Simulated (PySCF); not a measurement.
## Re⁻ (rhenium, charge -1) across methods

[Xe] 4f14 5d6 6s2, high-spin 5D determinant. All numbers are calculated (PySCF 2.14, a scalar-relativistic core potential, in aug-cc-pVDZ-PP with ECP60MDF (5s5p4d2f, 54 functions)).

```tsv
method	E (hartree)	mean ε 6s α (eV)	mean ε 6s β (eV)	mean ε 5d β (eV)	Σ⟨r²⟩ (bohr²)	⟨S²⟩
wB97X-V	-78.4006	-2.184	-1.253	-0.067	81.62	6.039
PBE0	-78.4561	-1.243	0.383	1.922	84.00	6.081
LDA	-78.3261	-0.645	0.535	2.693	83.72	6.064
PBE	-78.5054	-0.526	0.796	2.675	84.76	6.073
r2SCAN	-78.5059	-0.984	0.721	2.641	85.66	6.148
B97-3	-78.4738	-1.188	0.371	1.835	85.41	6.060
wB97X	-78.4537	-2.141	-1.541	0.023	81.65	6.028
UHF	-77.76362	-2.886	-0.050	-0.433	98.20	6.319
```

(1) Estimate the same row for revPBE.

Energies and moments cover only the electrons outside the core potential. Spin-orbit coupling, absent here, splits the open shell strongly. The outer electron is barely bound at this level, so radii and moments hang on the diffuse functions.

The highest occupied level is positive at PBE0, LDA, PBE, r2SCAN, B97-3, wB97X, revPBE: only the finite basis holds that electron, which in a density functional comes from self-interaction.

Answers

(1) E (hartree) = -78.5460; mean ε 6s α (eV) = -0.516; mean ε 6s β (eV) = 0.880; mean ε 5d β (eV) = 2.675; Σ⟨r²⟩ (bohr²) = 85.21; ⟨S²⟩ = 6.081.
